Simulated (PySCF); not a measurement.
Geometry:
| atom | x (Å) | y (Å) | z (Å) |
| --- | --- | --- | --- |
| Al1 | -0.091 | -1.274 | -1.282 |
| Cl2 | -0.174 | -2.745 | -2.775 |
| N3 | 1.458 | -0.827 | -0.526 |
| Al4 | 1.613 | 0.426 | 0.730 |
| Cl5 | 3.477 | 0.929 | 1.561 |
| N6 | 0.104 | 1.226 | 1.237 |
| Al7 | -1.499 | 0.834 | 0.565 |
| Cl8 | -3.245 | 1.782 | 1.248 |
| N9 | -1.541 | -0.413 | -0.706 |
| H10 | 2.295 | -1.313 | -0.838 |
| H11 | 0.159 | 1.941 | 1.959 |
| H12 | -2.440 | -0.649 | -1.121 |

Geometry: PBE0-D3(BJ)/def2-SVP; GIAO absolute shieldings from PySCF 2.14.0 with density-fitted response routines, gas phase, non-relativistic, averaged over equivalent atoms.

At B3LYP/pcSseg-1 (pcSseg-2 on Al) (267 basis functions, 43 s wall time on 1 thread of an Arm Neoverse V2, shared host):
| atoms | σ (ppm) |
| --- | --- |
| Al1/Al4/Al7 | 393.9 |
| Cl2/Cl5/Cl8 | 980.7 |
| N3/N6/N9 | 226.9 |
| H10/H11/H12 | 30.73 |

Predict the values at PBE0/pcSseg-1 (pcSseg-2 on Al) on the same geometry.

## Answers


```tsv
atoms	σ at PBE0/pcSseg-1 (pcSseg-2 on Al)	change
Al1/Al4/Al7	403.5	+9.6
Cl2/Cl5/Cl8	988.4	+7.7
N3/N6/N9	230.9	+4.0
H10/H11/H12	30.51	-0.22
```

The largest change is at Al1/Al4/Al7 (aluminium bonded to Cl, 2 N). Cost: 267 basis functions, 72 s wall time on 1 thread of an Arm Neoverse V2, shared host.
